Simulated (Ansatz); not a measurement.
Results of the Gaussian-basis code of Ansatz.

A structure relaxed at PBE0-D4/def2-TZVP, charge 0, multiplicity 1:

```xyz
10

C    -1.723   -0.629    0.210
O    -0.425   -0.886   -0.269
Ga    0.910    0.275   -0.134
S     0.530    2.217    0.815
S     2.840   -0.354   -0.946
H    -2.444   -0.736   -0.607
H    -1.841    0.379    0.630
H    -1.980   -1.349    0.993
H     1.796    2.628    0.633
H     2.338   -1.543   -1.324
```

**Question.** Give its formula and SMILES.

**Answer.** CH5GaOS2, `C[O][Ga]([SH])[SH]`.

**Question.** Point group (tolerance 0.08 Å, 0.16 Å for H)?

**Answer.** Cs.

**Question.** Summarise the bond lengths by kind.

**Answer.** 1 × C–O 1.406 Å; 3 × C–H 1.095 to 1.098 Å; 1 × Ga–O 1.775 Å; 2 × Ga–S 2.186 to 2.195 Å; 2 × H–S 1.344 to 1.345 Å.
